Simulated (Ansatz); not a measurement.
`C=C(F)/C(F)=C/F` + `C=N` → `C=NC(=C)F` + `F/C=C/F` at 500 K and 1 bar (substitution at a C–C bond).

Computed with Ansatz on PBE0-D4/def2-TZVP structures; ΔE is electronic, products minus reactants. CCSD(T)/CBS adds triple-zeta CCSD(T) − MP2 to the extrapolated MP2 energy (def2 sets, frozen cores). This one scheme is used for every species. Double bonds are as drawn, so ΔE can hold a change between cis and trans. One conformer a species, not always the lowest.

```csv
species,CCSD(T)/CBS energy (Eh),H − E (kJ/mol),S (J/(mol·K))
`C=C(F)/C(F)=C/F`,-453.31725,209.8,403.0
`C=N`,-94.52360,124.2,249.5
`C=NC(=C)F`,-271.00035,208.6,345.4
`F/C=C/F`,-276.83639,123.9,303.0
```

H − E and S are ideal-gas, rigid-rotor, harmonic terms from PBE0-D4/def2-TZVP, for one conformer and one mirror image of each species. 1 Eh = 2625.50 kJ/mol, R = 8.31446 J/(mol·K).

Question: By hand: ΔE, ΔH, ΔS and ΔG.

Answer: ΔE = (-271.00035) + (-276.83639) − (-453.31725) − (-94.52360) = 0.00411 Eh = 10.8 kJ/mol. Δ(H − E) = 208.6 + 123.9 − 209.8 − 124.2 = -1.5, so ΔH = 9.3 kJ/mol. ΔS = 345.4 + 303.0 − 403.0 − 249.5 = -4.1 J/(mol·K). ΔG = 9.3 − 500 × (-4.1)/1000 = 11.4 kJ/mol.

Question: By hand: the equilibrium constant, and the temperature at which ΔG would vanish if ΔH and ΔS stayed fixed.

Answer: log₁₀ K = −ΔG/(RT ln 10) = -1.2. ΔH and −TΔS have one sign here, so there is no such temperature. One of them is within its doubt of zero, so this could turn.

The number of gas molecules stays the same, so ΔS is small and ΔH decides. A doubt of 5 kJ/mol in ΔE shifts log₁₀ K by 0.5 here. Other conformers and mirror images would add mixing entropy, several J/(mol·K) or more a flexible species. These are equilibria of isolated gas molecules and say nothing of rates. Largest T1 diagnostic: 0.013 (customary marks: 0.02 for closed shells, 0.045 for open ones).
